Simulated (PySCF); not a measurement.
Ti(Cl)2(OH)2 (Cl2H2O2Ti), SMILES [OH][Ti]([OH])([Cl])[Cl], multiplicity 1. Atoms are numbered in the order given.

```xyz
7

Ti    -0.3081     0.0000     0.0000
Cl     0.9334     1.8108     0.0000
Cl     0.9451    -1.8027     0.0000
O     -1.3053    -0.0053     1.4178
H     -2.1366    -0.0275     1.9002
O     -1.3053    -0.0053    -1.4178
H     -2.1366    -0.0275    -1.9002
```

The structure is a stationary point at ωB97X-D3(BJ)/def2-SVP. The geometry has at least one imaginary mode, so it is a saddle point at that level. The spin state was assumed, not searched. The structure was generated by enumeration; whether it is a known compound was not checked. One conformer was computed; it need not be the lowest.

These are B3LYP/def2-TZVP run with PySCF values and carry that method's errors.

```yaml
total_energy: -1921.91794 hartree
point_group: Cs
highest_occupied_level: -8.53 eV
lowest_empty_level: -2.60 eV
orbital_gap: 5.92 eV
dipole_moment: 4.60 D
quadrupole, principal values (traceless, Buckingham form, about the centre of nuclear charge): -12.21, 2.30, 9.91 D·Å
mean_static_polarisability: 67.0 bohr³ (9.92 Å³)
polarisability_principal_values: 57.1, 67.8, 76.0 bohr³
```
